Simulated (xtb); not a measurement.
C₃H₈Si, charge +1, doublet, from a rough starting geometry (a state made from the parent by changing its charge; the spin is typed, not shown lowest); xtb 6.7.1 with GFN2-xTB.

xtb was given this input:
```
$ xtb mol.xyz --gfn 2 --chrg 1 --uhf 1 --opt vtight --json

# file mol.xyz
12

C      0.75534458     0.25567952     0.73629376
C      0.78753915    -0.89719990    -0.34323679
Si    -0.97851899    -0.46758243    -0.84313554
C     -0.60477123     0.99093118     0.31407314
H      1.55108709     0.96972342     0.80715736
H      0.60116422    -0.19293707     1.78421297
H      1.56720188    -0.63496228    -1.04945086
H      1.04841556    -1.74885934     0.15433753
H     -1.96908630    -1.46216246    -0.34318100
H     -1.17769016    -0.11396362    -2.27221334
H     -0.33110716     1.90073026    -0.18305924
H     -1.20579299     1.22727866     1.13305567
```

Output, abridged:

```
   ID    Z sym.   atoms
    1    6 C      1, 2, 4
    2   14 Si     3
    3    1 H      5-12

           -------------------------------------------------
          |                Calculation Setup                |
           -------------------------------------------------

molecular fragmentation (1/2 indicates fragments):
111112111211
# atoms in fragment 1/2:    10     2
 fragment masses (1/2) :       70.17        2.02
CMA distance (Bohr)    :   0.153
constraining FC (au)   :  0.0500

           -------------------------------------------------
          |                 G F N 2 - x T B                 |
           -------------------------------------------------

          ...................................................
          :                      SETUP                      :
          :.................................................:
          :  # basis functions                  30          :
          :  # atomic orbitals                  29          :
          :  # shells                           17          :
          :  # electrons                        23          :
          :  max. iterations                   250          :
          :  Hamiltonian                  GFN2-xTB          :
          :  restarted?                      false          :
          :  GBSA solvation                  false          :
          :  PC potential                    false          :
          :  electronic temp.          300.0000000     K    :
          :  accuracy                    1.0000000          :
          :  -> integral cutoff          0.2500000E+02      :
          :  -> integral neglect         0.1000000E-07      :
          :  -> SCF convergence          0.1000000E-05 Eh   :
          :  -> wf. convergence          0.1000000E-03 e    :
          :  Broyden damping             0.4000000          :
          :  net charge                          1          :
          :  unpaired electrons                  1          :
          ...................................................

 iter      E             dE          RMSdq      gap      omega  full diag
   1    -11.7586633 -0.117587E+02  0.563E+00    6.43       0.0  T
   2    -11.8336459 -0.749826E-01  0.303E+00    4.80       1.0  T
   3    -11.8069166  0.267293E-01  0.311E+00    5.09       1.0  T
   4    -11.8537022 -0.467856E-01  0.174E+00    5.29       1.0  T
   5    -11.8633368 -0.963457E-02  0.924E-01    5.18       1.0  T
[...]
 * total energy  :   -11.7202507 Eh     change       -0.6616132E-05 Eh
 * total energy  :   -11.7202555 Eh     change       -0.4828655E-05 Eh
 * total energy  :   -11.7202588 Eh     change       -0.3241509E-05 Eh
 * total energy  :   -11.7202612 Eh     change       -0.2403664E-05 Eh
 * total energy  :   -11.7202629 Eh     change       -0.1788399E-05 Eh
 * total energy  :   -11.7202641 Eh     change       -0.1191205E-05 Eh
 * total energy  :   -11.7202649 Eh     change       -0.7848429E-06 Eh
 * total energy  :   -11.7202655 Eh     change       -0.5782183E-06 Eh
 * total energy  :   -11.7202659 Eh     change       -0.4169334E-06 Eh
 * total energy  :   -11.7202662 Eh     change       -0.2840772E-06 Eh
 * total energy  :   -11.7202664 Eh     change       -0.1632557E-06 Eh
 * total energy  :   -11.7202665 Eh     change       -0.9647573E-07 Eh
   *** GEOMETRY OPTIMIZATION CONVERGED AFTER 43 ITERATIONS ***
         :: total energy             -11.720266462803 Eh    ::
[...]
    11   1 H        0.925     0.116     1.643     2.004
    12   1 H        0.925     0.116     1.643     2.004

 Mol. C6AA /au·bohr⁶  :       1207.291866
 Mol. C8AA /au·bohr⁸  :      38279.281566
 Mol. α(0) /au        :         56.275322

Wiberg/Mayer (AO) data.
largest (>0.10) Wiberg bond orders for each atom

 ---------------------------------------------------------------------------
     #   Z sym  total        # sym  WBO       # sym  WBO       # sym  WBO
 ---------------------------------------------------------------------------
     1   6 C    3.973 --     4 C    1.010     2 C    1.010     6 H    0.973
                             5 H    0.973
     2   6 C    3.871 --     1 C    1.010     7 H    0.947     8 H    0.947
                             3 Si   0.709     4 C    0.171
     3  14 Si   3.280 --     9 H    0.886    10 H    0.886     2 C    0.709
                             4 C    0.709
     4   6 C    3.871 --     1 C    1.010    11 H    0.947    12 H    0.947
                             3 Si   0.709     2 C    0.171
     5   1 H    0.991 --     1 C    0.973
     6   1 H    0.991 --     1 C    0.973
     7   1 H    0.986 --     2 C    0.947
     8   1 H    0.986 --     2 C    0.947
     9   1 H    0.999 --     3 Si   0.886
    10   1 H    0.999 --     3 Si   0.886
    11   1 H    0.986 --     4 C    0.947
    12   1 H    0.986 --     4 C    0.947
 ---------------------------------------------------------------------------

Topologies differ in total number of bonds
Writing topology from bond orders to xtbtopo.mol

molecular dipole:
                 x           y           z       tot (Debye)
 q only:       -0.863      -0.420      -0.814
   full:       -0.829      -0.404      -0.783       3.074
molecular quadrupole (traceless):
                xx          xy          yy          xz          yz          zz
 q only:        1.242       0.693      -1.227       3.250       2.171      -0.015
  q+dip:        0.483       1.345      -1.098       1.712       0.472       0.616
   full:        0.962       0.093      -0.687       2.364       1.885      -0.275

optimized geometry written to: xtbopt.xyz

           -------------------------------------------------
          | TOTAL ENERGY              -11.720266462803 Eh   |
          | GRADIENT NORM               0.000032461559 Eh/α |
          | HOMO-LUMO GAP               3.812546839486 eV   |
           -------------------------------------------------

normal termination of xtb
```
